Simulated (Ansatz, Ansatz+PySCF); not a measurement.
```xyz
9

N     1.3900    0.0000    0.0000
C     0.6950    1.2038    0.0000
C    -0.6950    1.2038    0.0000
C    -1.3900    0.0000    0.0000
C    -0.6950   -1.2038    0.0000
C     0.6950   -1.2038    0.0000
H    -2.4750    0.0000    0.0000
H    -1.2375   -2.1434    0.0000
H     1.2375   -2.1434    0.0000
```

Basis set: def2-SVP (spherical functions). Charge 0, multiplicity 1.

Computed with Ansatz (development build ahead of 0.2.0); each method stands on the lowest determinant of its kind that the runs found. Restricted functionals stand beside restricted open-shell atoms, which can lie above the unrestricted atoms usual in DFT and then raise those values.

Give the atomization energy at this shape (free ground-state atoms in the same class of orbitals less the molecule, no zero-point energy) of singlet C5H3N by ωB97X (unrestricted), PBE0 (unrestricted), PBE0 (restricted), UHF, RHF.

```csv
method,atomization energy
ωB97X (unrestricted),4239.6 kJ/mol
PBE0 (unrestricted),4342.3 kJ/mol
PBE0 (restricted),4288.8 kJ/mol
UHF,3039.7 kJ/mol
RHF,2805.7 kJ/mol
```

Caution: the shape is not the minimum. Caution for ωB97X (unrestricted), PBE0 (unrestricted), UHF: the unrestricted determinant is a mixture of spin states. Caution for PBE0 (restricted), RHF: an unrestricted determinant lies well below.
